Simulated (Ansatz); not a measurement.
Relaxation of C3H9BO (14 atoms, charge 0, multiplicity 1), to a largest force component of 0.02 eV/Å in at most 50 steps.

Level of theory: RHF/def2-SVP in Ansatz 0.2.0.

```xyz
14
Properties=species:S:1:pos:R:3
C -1.445 0.999 0.835
C -0.344 0.621 -0.085
C 0.256 -0.688 0.381
B 1.577 -1.145 -0.536
O 1.922 -0.373 -1.708
H -2.287 0.282 0.822
H -1.903 1.998 0.457
H -1.092 1.216 1.855
H 0.429 1.449 -0.043
H -0.726 0.503 -1.096
H 2.271 -0.517 0.166
H -0.458 -1.486 0.410
H 2.032 -2.125 -0.286
H 1.363 -0.715 -2.427
```

Question: Where does it end, and by what steps?

Answer: It converged. The force dipped under the threshold on the way, but the program's further checks kept it going. After 22 steps the energy has fallen by 6.552 eV; H11 moved furthest, 1.63 Å. The start is strongly strained (largest force component 9 eV/Å), so its close contacts needn't be bonds. Parted: B4–H11. Joined: C3–H11.

```csv
step,energy less start (eV),largest force component (eV/Å),accepted
0,0.0000,9.000,yes
1,-2.2611,2.759,yes
2,-2.9359,2.021,yes
3,-3.3037,1.132,yes
4,-3.6400,1.431,yes
5,-4.0695,2.279,yes
6,-4.7030,2.722,yes
7,-5.3494,1.923,yes
8,-5.8790,1.822,yes
9,-6.2683,2.031,yes
10,-6.4593,0.774,yes
11,-6.3383,2.789,no
12,-6.4871,1.138,yes
13,-6.5346,0.308,yes
14,-6.5107,0.874,no
15,-6.5432,0.116,yes
16,-6.5471,0.032,yes
17,-6.5490,0.127,yes
18,-6.5486,0.243,no
19,-6.5504,0.077,yes
20,-6.5512,0.014,yes
21,-6.5516,0.027,yes
22,-6.5517,0.010,yes
```

```xyz
14
Properties=species:S:1:pos:R:3
C -1.361 1.064 0.926
C -0.379 0.624 -0.155
C 0.441 -0.611 0.225
B 1.492 -1.126 -0.835
O 1.648 -0.488 -2.011
H -2.080 0.272 1.155
H -1.927 1.945 0.615
H -0.842 1.314 1.855
H 0.298 1.450 -0.388
H -0.925 0.424 -1.081
H 0.986 -0.434 1.162
H -0.223 -1.454 0.459
H 2.171 -2.100 -0.601
H 2.298 -0.861 -2.584
```

Whether the end is a true minimum wasn't checked by a vibrational analysis.

Run time: 29 s on 2 threads of Arm Neoverse V2, with other jobs on the host, peak memory 0.23 GiB.
